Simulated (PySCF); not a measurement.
Species: C5H8OSi.
Bonds: Si1–O2, O2–C3, C3–C4 (double), C4–C5, C5–C6 (double), C6–C7, C3–C7. Hydrogens: H8, H9, H10 on Si1; H11 on C4; H12 on C5; H13 on C6; H14, H15 on C7.

Computed, not measured: TDDFT wB97X-D/def2-SVPD, vertical, gas phase, core orbitals frozen in the response (PySCF). Geometry: PBE0-D3(BJ)/def2-SVP, one conformer, isolated molecule. Torsions of this conformer, `[SiH3:1][O:2][C:3]1=[CH:4][CH:5]=[CH:6][CH2:7]1`: Si1–O2–C3–C4 180°.

Problem. What does the calculation give for the low-lying excited states?

Solution. 

| state | λ (nm) | E (eV) | f | symmetry | main configurations (H = HOMO, L = LUMO) |
| --- | --- | --- | --- | --- | --- |
| S1 | 260.7 | 4.75 | 0.125 | A′ | H→L (98%) |
| S2 | 221.9 | 5.59 | 0.0004 | – | H→L+1 (80%), H→L+2 (11%) |
| S3 | 202.9 | 6.11 | 0.0008 | – | H→L+2 (48%), H→L+4 (20%), H→L+3 (16%) |
| S4 | 184.1 | 6.73 | 0.013 | A′ | H→L+5 (37%), H→L+8 (29%), H-1→L (26%) |
| S5 | 183.0 | 6.77 | 0.011 | A″ | H→L+3 (71%), H→L+4 (14%) |
| S6 | 181.6 | 6.83 | 0.0086 | A″ | H→L+4 (55%), H→L+2 (26%), H→L+6 (10%) |
| S7 | 174.8 | 7.09 | 0.016 | A″ | H→L+6 (79%) |
| S8 | 169.9 | 7.30 | 0.110 | A′ | H→L+5 (57%), H→L+8 (23%), H-1→L (16%) |
| S9 | 169.1 | 7.33 | 0.0008 | – | H-2→L (85%), H-4→L (9%) |
| S10 | 165.2 | 7.51 | 0.0014 | – | H→L+7 (53%), H→L+10 (28%) |

Triplets (Tamm–Dancoff): T1 2.98 eV, H→L (95%); T2 4.98 eV, H-1→L (38%), H→L+8 (35%), H→L+5 (10%); T3 5.53 eV, H→L+1 (84%); T4 6.10 eV, H→L+2 (55%), H→L+4 (19%), H→L+3 (15%).

The lowest singlet lies at 4.75 eV (261 nm, ultraviolet) and is of moderate strength; its leading configuration is HOMO→LUMO (98%). The lowest level is also the most intense of those listed (f = 0.125). Löwdin shares by element: HOMO carbon 76% or more (atoms not listed hold the other 24%); LUMO carbon 68% or more (atoms not listed hold the other 32%). Weighted by f, the mean energy of these states is 6.11 eV. Of the 10 states listed, 5 reach f = 0.01 and 1 stays under 0.0005. The listed states span 2.75 eV, and the widest gap between neighbours is 0.83 eV (S1 to S2). The vertical ionisation energy (ΔSCF) is 7.71 eV, 0.21 eV above S10. Symmetry labels in Cs follow from the direction of the transition dipole and are given only for states with f of 0.002 or more. Only the lowest 10 singlets were computed, as vertical energies without vibronic structure.
